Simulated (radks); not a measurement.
The numbers below are computed, except where a source is named.
Problem. These are the eigenvalues of the occupied orbitals of an atom or ion with whole-number occupations (Ry). Level of theory: scalar-relativistic Kohn-Sham, Slater X-alpha with alpha = 0.739, spin-polarised, spherical densities, finite nucleus; Fermi nuclear charge, rms radius of each element as measured or else 0.836 A^(1/3) + 0.57 fm (a radial shooting solver on a logarithmic mesh with Libxc functionals).

1s up: -4080.001
1s down: -4080.000
2s up: -683.6067
2s down: -683.6018
2p up: -606.2250
2p down: -606.2214
3s up: -153.1747
3s down: -153.0646
3p up: -129.4977
3p down: -129.3884
3d up: -99.35744
3d down: -99.27237
4s up: -30.69718
4s down: -30.46554
4p up: -22.89012
4p down: -22.66130
4d up: -12.32583
4d down: -12.10138
5s up: -4.23578
5s down: -4.11546
5p up: -2.41498
5p down: -2.31725
4f up: -0.82167
6s up: -0.68878
4f down: -0.62279

Which element is it, and in what charge state? The configuration may be excited. Open shells, if any, are filled with parallel spins first.

Solution. Z = 67, holmium, charge +1: Ho+ in [Xe] 4f11 6s1. The list shows which subshells hold electrons but not how many an open one holds; the 1s level, -2040 hartree, gives Z - s = 63.9 by -(Z - s)^2/2, which with screening and relativity narrows Z to a few neighbours, and the depths of the outer levels then fix element, charge and occupations together.
